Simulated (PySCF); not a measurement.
## Vibration and rotation of TlC

PBE0 constants of TlC, ⁴Σ⁻ (quartet), unpaired electrons σ ↑, π ↑↑ (PySCF, scalar-relativistic core potentials, basis sets Tl cc-pVTZ-PP with ECP60, C cc-pVTZ; masses 204.9744 and 12.0000 u):

```
ωe           : 430.9 cm⁻¹
ωexe         : 2.23 cm⁻¹
Be           : 0.28758 cm⁻¹
αe           : 0.00228 cm⁻¹
De to Tl + C : 2.78 eV
```

(1) What force constant and bond length do these constants imply?

(2) Estimate the centrifugal constant D from the Kratzer relation and find the Dunham coefficient a1.

Spin–orbit coupling is left out, which matters for elements this heavy, above all for dissociation energies. The state was picked by a PBE0 search and need not be the measured ground state.

Answers

(1) Reduced mass μred = 11.336 u; k = 5.8918×10⁻⁷·μred·ωe² (u, cm⁻¹, mdyn/Å) = 1.24 mdyn/Å; Re = √(16.8576/(μred·Be)) (u, cm⁻¹, Å) = 2.274 Å.

(2) D = 4Be³/ωe² = 5.12e-07 cm⁻¹; a1 = −1 − αeωe/(6Be²) = -2.98.
